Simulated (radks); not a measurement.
Problem. Coulomb parameter of the 5d shell of neutral tantalum in the model configuration [Xe] 4f14 5d3.5 6s1.5, as a second difference U = [E(n + 0.25) + E(n - 0.25) - 2 E(n)] / (0.25)^2 with all orbitals relaxed. "Bare": the charge of the atom changes with n. "Screened": the 6s shell takes up the change at fixed total charge, which measures U(5d,5d) + U(6s,6s) - 2 U(5d,6s). Calculated with a radial shooting solver on a logarithmic mesh with Libxc functionals: scalar-relativistic Kohn-Sham, PBE, spin-unpolarised, spherical densities, point nucleus. Estimate both.

Solution. U(bare) = 7.015 eV, U(screened by 6s) = 0.467 eV, against the Slater integral F0(5d,5d) = 10.780 eV with frozen orbitals. The step up makes a negative ion, whose loosely bound charge lowers the bare value.
